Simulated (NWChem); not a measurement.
System: BH2OI; SMILES OBI

Here is an NWChem input.

```
start job
memory heap 200 mb stack 900 mb global 1100 mb
geometry units angstroms noautoz
  B     -0.582137     1.487997     0.000000
  H     -1.761359     1.717162     0.000000
  I      0.063070    -0.566557     0.000000
  O      0.295108     2.493035     0.000000
  H      1.220998     2.220410     0.000000
end
basis spherical
  B library def2-svp
  H library def2-svp
  I library def2-svp
  O library def2-svp
end
ecp
  I library def2-ecp
end
dft
  xc xpbe96 cpbe96
  iterations 150
end
tddft
  cis
  nroots 6
end
task tddft energy
```

Output (shortened):

```
             Northwest Computational Chemistry Package (NWChem) 7.3.0
             --------------------------------------------------------

 CS  symmetry detected

                             Geometry "geometry" -> ""
                             -------------------------

 Output coordinates in angstroms (scale by  1.889725989 to convert to a.u.)

  No.       Tag          Charge          X              Y              Z
 ---- ---------------- ---------- -------------- -------------- --------------
    1 B                    5.0000    -0.59532222     1.47715653     0.00000000
    2 H                    1.0000    -1.77133421     1.72226244     0.00000000
    3 I                   53.0000     0.02201531    -0.58594274     0.00000000
    4 O                    8.0000     0.29544657     2.47022810     0.00000000
    5 H                    1.0000     1.21756150     2.18509526     0.00000000

 Effective nuclear repulsion energy (a.u.)     183.0467963030

      Symmetry information
      --------------------

 Group name             Cs
 Group number              2
 Group order               2
 No. of unique centers     5

 Summary of "ao basis" -> "ao basis" (spherical)
 ------------------------------------------------------------------------------
       Tag                 Description            Shells   Functions and Types
 ---------------- ------------------------------  ------  ---------------------
 B                          def2-svp                 6       14   3s2p1d
 H                          def2-svp                 3        5   2s1p
 I                          def2-svp                10       26   4s4p2d
 O                          def2-svp                 6       14   3s2p1d

      Symmetry analysis of basis
      --------------------------

        a'         46
        a"         18

            General Information
            -------------------
          SCF calculation type: DFT
          Wavefunction type:  closed shell.
          No. of atoms     :     5
          No. of electrons :    40
           Alpha electrons :    20
            Beta electrons :    20
          Charge           :     0
          Spin multiplicity:     1
          Use of symmetry is: off; symmetry adaption is: on
          Maximum number of iterations: 150
          AO basis - number of functions:    64
                     number of shells:    28
          Convergence on energy requested:  1.00D-06
          Convergence on density requested:  1.00D-05
          Convergence on gradient requested:  5.00D-04

              XC Information
              --------------
          PerdewBurkeErnzerhof Exchange Functional  1.000
            Perdew 1991 LDA Correlation Functional  1.000 local
           PerdewBurkeErnz. Correlation Functional  1.000 non-local

             Grid Information
             ----------------
          Grid used for XC integration:  medium
          Radial quadrature: Mura-Knowles
          Angular quadrature: Lebedev.
          Tag              B.-S. Rad. Rad. Pts. Rad. Cut. Ang. Pts.
          ---              ---------- --------- --------- ---------
          B                   0.85       49           8.0       434
          H                   0.35       45          10.0       434
          I                   1.40      123           9.0       590
          O                   0.60       49           9.0       434
          Grid pruning is: on
          Number of quadrature shells:   311
          Spatial weights used:  Erf1

      Superposition of Atomic Density Guess
      -------------------------------------

 Sum of atomic energies:        -447.32082643

      Non-variational initial energy
      ------------------------------

 Total energy =    -397.723839
 1-e energy   =    -852.561145
 2-e energy   =     354.802957
 HOMO         =      -0.344952
 LUMO         =       0.031125

      Symmetry analysis of molecular orbitals - initial
      -------------------------------------------------

  Numbering of irreducible representations:

     1 a'          2 a"

  Orbital symmetries:

     1 a'          2 a'          3 a'          4 a'          5 a'
     6 a"          7 a'          8 a'          9 a"         10 a'
    11 a"         12 a'         13 a'         14 a'         15 a'
    16 a'         17 a"         18 a'         19 a"         20 a'
    21 a"         22 a'         23 a'         24 a'         25 a'
    26 a'         27 a'         28 a"         29 a'         30 a"

[...]

                                NWChem TDDFT Module
                                -------------------

            General Information
            -------------------
           No. of orbitals :     128
            Alpha orbitals :      64
             Beta orbitals :      64
        Alpha frozen cores :       0
         Beta frozen cores :       0
     Alpha frozen virtuals :       0
      Beta frozen virtuals :       0
         Spin multiplicity :       1
    Number of AO functions :      64
        Use of symmetry is : off
      Symmetry adaption is : on
         Schwarz screening :  0.10D-07

              XC Information
              --------------
   PerdewBurkeErnzerhof Exchange Functional   1.00
     Perdew 1991 LDA Correlation Functional   1.00 local
    PerdewBurkeErnz. Correlation Functional   1.00 non-local

             TDDFT Information
             -----------------
          Calculation type : Tamm-Dancoff TDDFT
         Wavefunction type : Restricted singlets & triplets
          No. of electrons :      40
           Alpha electrons :      20
            Beta electrons :      20
              No. of roots :       6
          Max subspacesize :    5200
            Max iterations :     100
               Target root :       1
           Target symmetry : none
      Symmetry restriction : off
                 Algorithm : Optimal
        Davidson threshold :  0.10D-03

    6 smallest eigenvalue differences (eV)
--------------------------------------------------------
  No. Spin  Occ  Vir  Irrep   E(Occ)    E(Vir)   E(Diff)
--------------------------------------------------------
    1    1   20   21 a"       -0.237    -0.058     4.861
    2    1   19   21 a'       -0.246    -0.058     5.113
    3    1   18   21 a"       -0.284    -0.058     6.142
    4    1   20   22 a'       -0.237    -0.002     6.386
    5    1   19   22 a"       -0.246    -0.002     6.638
    6    1   20   23 a'       -0.237     0.020     6.980
--------------------------------------------------------

  Entering Davidson iterations
  Restricted singlet excited states

  Iter   NTrls   NConv    DeltaV     DeltaE      Time
  ----  ------  ------  ---------  ---------  ---------
    1      6       0     0.11E+00   0.10+100        3.8
    2     12       0     0.34E-01   0.18E-01        3.5
    3     18       1     0.76E-02   0.14E-02        3.6
    4     23       3     0.86E-03   0.69E-04        3.4
    5     26       6     0.98E-04   0.71E-06        3.0
  ----  ------  ------  ---------  ---------  ---------
  Convergence criterion met

  Ground state a'       -398.836151243959 a.u.

  ----------------------------------------------------------------------------
  Root   1 singlet a"             0.180850466 a.u.                4.9212 eV
  ----------------------------------------------------------------------------
     Transition Moments    X -0.00000   Y -0.00000   Z  0.06161
     Dipole Oscillator Strength                    0.0004575795
     Electric Quadrupole                           0.0000000115
     Magnetic Dipole                               0.0000003125
     Total Oscillator Strength                     0.0004579035

     Occ.   20  a'  ---  Virt.   21  a"       0.99959
  ----------------------------------------------------------------------------
  Root   2 singlet a'             0.210600569 a.u.                5.7307 eV
  ----------------------------------------------------------------------------
     Transition Moments    X  0.19428   Y -0.66319   Z  0.00000
     Dipole Oscillator Strength                    0.0670495850
     Electric Quadrupole                           0.0000000373
     Magnetic Dipole                               0.0000000310
     Total Oscillator Strength                     0.0670496533

     Occ.   17  a"  ---  Virt.   21  a"      -0.05683
     Occ.   18  a'  ---  Virt.   22  a'      -0.22060
     Occ.   18  a'  ---  Virt.   23  a'      -0.10278
     Occ.   19  a"  ---  Virt.   21  a"      -0.94161
     Occ.   20  a'  ---  Virt.   22  a'       0.13571
     Occ.   20  a'  ---  Virt.   23  a'      -0.14088
     Occ.   20  a'  ---  Virt.   24  a'      -0.05719
  ----------------------------------------------------------------------------
  Root   3 singlet a"             0.233202267 a.u.                6.3458 eV
  ----------------------------------------------------------------------------
     Transition Moments    X  0.00000   Y -0.00000   Z  0.04383
     Dipole Oscillator Strength                    0.0002986902
     Electric Quadrupole                           0.0000001462
     Magnetic Dipole                               0.0000041203
     Total Oscillator Strength                     0.0003029567

     Occ.   18  a'  ---  Virt.   21  a"       0.99741
  ----------------------------------------------------------------------------
  Root   4 singlet a'             0.248719473 a.u.                6.7680 eV
  ----------------------------------------------------------------------------
     Transition Moments    X -0.15531   Y -0.38299   Z  0.00000
     Dipole Oscillator Strength                    0.0283206954
     Electric Quadrupole                           0.0000000577
     Magnetic Dipole                               0.0000004821
     Total Oscillator Strength                     0.0283212352

[...]
```

Level: PBE/def2-SVP with def2 effective core potentials on I, TDA. The geometry was optimised at PBE0/def2-SVP. def2 effective core potentials on I; no spin-orbit coupling.
